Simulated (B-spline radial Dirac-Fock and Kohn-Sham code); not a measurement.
# Run log: Nd

ΔSCF core binding energies without Breit or QED terms, calculated with a radial B-spline solver.

Input (task.json):

```json
{"items": [{"Z": 60, "q": 0, "cfg": [[1, 0, 2], [2, 0, 2], [2, 1, 6], [3, 0, 2], [3, 1, 6], [3, 2, 10], [4, 0, 2], [4, 1, 6], [4, 2, 10], [4, 3, 4], [5, 0, 2], [5, 1, 6], [6, 0, 2]], "A": 142, "rrms": 4.9123, "do": "settings", "holes": ["K", "L3", "M5"],
  "settings": [{"rel": "dirac", "method": "hf", "nuc": "fermi", "radius_factor": 1.0, "rmax": 45.0, "h": 0.3, "order": 8, "points": 10, "c_factor": 1.0, "maxit": 60, "damp": 0.5, "ndamp": 3, "tol": 1e-08}]}]}
```

Command: `python xray2_run.py task.json out`

Ground-state iterations:

```
iter   energy (Ha)        error
   1    -9612.43950673  2.01e+00
   2    -9616.08741222  6.95e-01
   3    -9624.59866285  1.45e-01
   4    -9625.06636817  4.93e-02
   5    -9625.13155959  9.00e-03
   6    -9625.13589547  4.27e-03
   7    -9625.13664775  1.95e-03
   8    -9625.13678953  1.14e-03
   9    -9625.13683143  1.52e-04
  10    -9625.13683279  3.86e-05
  11    -9625.13683286  3.17e-06
  12    -9625.13683286  8.92e-07
  13    -9625.13683286  1.11e-07
```

The ground state converged in 13 iterations, with total energy -9625.13683 Ha, virial ratio 1.92741 and highest orbital energy -4.74 eV. ΔSCF binding energies: K (1s) 43746.4 eV, L3 (2p3/2) 6226.3 eV, M5 (3d5/2) 983.4 eV.
